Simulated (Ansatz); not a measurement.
**Two structures, one formula**

Two relaxed structures of B2H2F2, closed shell (PBE0-D4/def2-TZVP; forces vanish, vibrations not checked).

A:

```xyz
6
angstrom
B -0.1167 0.5331 0.6382
B 0.1884 -0.5869 -0.6206
F 0.4260 -1.8616 -0.3445
F -1.3601 0.8161 1.0006
H 0.2429 -0.2835 -1.7859
H 0.7496 1.1375 1.2190
```

B:

```xyz
6
angstrom
B -0.3803 0.7170 -0.3122
B 0.3579 -0.6748 0.2939
F 0.6402 -1.7110 -0.4799
F 0.6880 -0.7929 1.5703
H -1.5699 0.8310 -0.3373
H 0.2641 1.6307 -0.7347
```

Program: Ansatz 0.2.0. Basis: def2-TZVPP. Cores are frozen in the correlated methods. B3LYP uses VWN-RPA correlation.

Question: Which structure is lower at CCSD(T), and by how much? (An estimate is asked for; the value comes from the calculation.)

Answer: The calculation gives: B, by 0.357 eV (electronic energy, against the other). By their contacts, A is B₂H₂F₂ ([F][BH][BH][F]) and B is B₂H₂F₂ ([BH2][B]([F])[F]).

All methods give the same order:

```tsv
method	E(B) − E(A) (eV)
PBE-D4	-0.316
r2SCAN-D4	-0.385
PBE0-D4	-0.349
B3LYP-D4	-0.331
wB97M-V	-0.350
HF	-0.388
MP2	-0.364
CCSD	-0.364
CCSD(T)	-0.357
```

No T1 diagnostic of these runs exceeds 0.015.

Labels in which every atom is bracketed show which atoms are joined, not bond orders.

For scale, one of the runs: CCSD(T)/def2-TZVPP, 152 basis functions, launched by `ansatz run in.yaml --threads 2 --pin off --events-out ev --progress --plain --max-ram 4352MiB`. The run took 25 s on 2 CPU threads of an Arm Neoverse V2 (shared host), with 1.1 GiB of host memory at its peak.
